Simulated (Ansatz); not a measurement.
`O=C=NBF` + H₂S → `FBS` + `N=C=O` at 400 K and 1 bar (ligand exchange at a B–N bond).

Program: Ansatz. Geometries: PBE0-D4/def2-TZVP. ΔE: electronic, gas phase. CCSD(T)/CBS is extrapolated from def2-TZVPP and def2-QZVPP, frozen cores. Each species was taken in one conformer, which may not be the lowest.

| species | CCSD(T)/CBS energy (Eh) | H − E (kJ/mol) | S (J/(mol·K)) |
| --- | --- | --- | --- |
| `O=C=NBF` | -293.19456 | 100.2 | 323.0 |
| H₂S | -398.97119 | 53.4 | 215.9 |
| `FBS` | -523.63756 | 84.4 | 285.7 |
| `N=C=O` | -168.51449 | 72.4 | 252.4 |

H − E and S are ideal-gas, rigid-rotor, harmonic terms from PBE0-D4/def2-TZVP, for one conformer and one mirror image of each species. 1 Eh = 2625.50 kJ/mol, R = 8.31446 J/(mol·K).

By hand: ΔE, ΔH, ΔS and ΔG.

ΔE = (-523.63756) + (-168.51449) − (-293.19456) − (-398.97119) = 0.01370 Eh = 36.0 kJ/mol. Δ(H − E) = 84.4 + 72.4 − 100.2 − 53.4 = 3.2, so ΔH = 39.2 kJ/mol. ΔS = 285.7 + 252.4 − 323.0 − 215.9 = -0.8 J/(mol·K). ΔG = 39.2 − 400 × (-0.8)/1000 = 39.5 kJ/mol.

By hand: the equilibrium constant, and the temperature at which ΔG would vanish if ΔH and ΔS stayed fixed.

log₁₀ K = −ΔG/(RT ln 10) = -5.2. ΔH and −TΔS have one sign here, so there is no such temperature.

The number of gas molecules stays the same, so ΔS is small and ΔH decides. A doubt of 5 kJ/mol in ΔE shifts log₁₀ K by 0.7 here. Other conformers and mirror images would add mixing entropy, several J/(mol·K) or more a flexible species. These are equilibria of isolated gas molecules and say nothing of rates. Largest T1 diagnostic: 0.018 (customary marks: 0.02 for closed shells, 0.045 for open ones).

ΔS is within the doubt of such terms, so its sign, and with it that verdict, could turn.
